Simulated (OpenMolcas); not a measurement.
# Co2+ in MgO: curves along the breathing mode

Co2+ with its 6 nearest oxide ions, on the Mg site of MgO (a = 4.2112 Å, distance in the model lattice 2.106 Å). The rest of the host is ab initio model potentials to 7.6 Å, with orthogonalisation functions on the cations behind the ligands, and point charges beyond; the distance is set by hand and nothing relaxes. Ligand basis ANO-RCC-VDZP.

```yaml
Program: OpenMolcas
Method: "SS-CASPT2, IPEA 0.25 Eh, imaginary shift 0.1 Eh (closed shells correlated: 3s 3p and the ligand valence shells)"
Basis: ANO-RCC-VDZP [5s4p2d1f]
Scalar_Hamiltonian: DKH2, point nucleus
Active_space: 7 electrons in 5 orbitals (3d)
State_averaging: 2S+1 = 4 even, 10 roots; 2S+1 = 2 even, 40 roots
Spin-orbit_coupling: state interaction with AMFI integrals over the reference wave functions
```

Spin-free energies (labels of O, the rotations of Oh) in cm-1 above the lowest fitted minimum, as all ligands move together:

```
R (Å)    4T1     2E    4T2    2T1    2T2  2T1(2)    4A2
1.978   8190  14030  21390  24190  25430   28270  35770
2.025   2920   9740  15090  18950  20010   22880  28380
2.072    340   8010  11670  16400  17280   20210  23990
2.118    280   8600  10880  16310  17020   20000  22390
2.165   2570  11410  12520  18480  19110   22050  23310
2.211   7040  16260  16450  22910  23390   26410  26630
2.258  13860  23350  22820  29640  29990   33000  32460
```

Cubic fits give the following; the wavenumber is harmonic, with the mass of all moving ligands, small differences in it between states hang on the degree of the fit, a number in brackets counts states of one label, and the table is a selection of at most 14 states with clean curves.

```
 State  R0 (Å)  Breathing mode (cm-1)  Minimum (cm-1)
   4T1   2.097                    627               0
    2E   2.083                    611            7940
   4T2   2.110                    637           10810
   2T1   2.097                    623           16030
   2T2   2.100                    624           16830
2T1(2)   2.100                    624           19770
   4A2   2.124                    647           22330
4T1(2)   2.110                    636           23870
   2A1   2.110                    635           24050
2T2(2)   2.110                    627           26680
2T1(3)   2.110                    636           29360
 2E(2)   2.109                    637           30310
2T2(3)   2.113                    635           34130
2T1(4)   2.115                    633           36890
```

The minimum of 4T2 is shifted by +0.0135 Å against 4T1 (from the unrounded fits). With M = 96.0 u for the moving shell, the Huang-Rhys factor in this mode is S = M ω ΔR² / 2ħ = 0.01483 × 96.0 × 627 × 0.0135² = 0.16. Only the first shell moves, against a rigid host.

Roots that are degenerate in the reference are averaged as groups; the widest CASPT2 spread within a group is 160 cm-1 (the 3-fold group of multiplicity 2 near 28500 cm-1 above the lowest state of its run, R = 1.978). Shifts and gaps below about the spread of the groups concerned are not significant. Over all roots computed the reference weight is 0.70 to 0.72 in R = 1.978, 0.70 to 0.72 in R = 2.025, 0.70 to 0.72 in R = 2.072, 0.70 to 0.72 in R = 2.118, 0.69 to 0.72 in R = 2.165, 0.69 to 0.72 in R = 2.211, 0.68 to 0.71 in R = 2.258; a low but even weight reflects the number of correlated electrons. An orbital triplet at a regular site is open to Jahn-Teller coupling, which can distort the site and quench the lowest spin-orbit gaps and is left out. A single d shell leaves out the double-shell effect, which counts most for late 3d ions, where the CASPT2 field can be off either way by tens of per cent. Ligand-to-metal charge-transfer states are missing. These CASPT2 states fit no ligand-field parameters well, so their order and spin gaps are uncertain. For late 3d ions with one d shell CASPT2 can put B and the spin-flip bands somewhat low as well as high. With one d shell and no ligand orbital active, 10Dq can be off by tens of per cent for divalent 3d ions, low with halides held by bare charges and at times high in hosts. Free-ion shares, where given, are those of the reference states; single-state CASPT2 does not remix them. This shell can be high or low spin here, a state of another spin lies low, and with metal d orbitals alone active their balance is uncertain, so the ground spin may be wrong (holds for R = 1.978; R = 2.025; R = 2.072; R = 2.118; R = 2.165). No measured value stands beside these numbers.
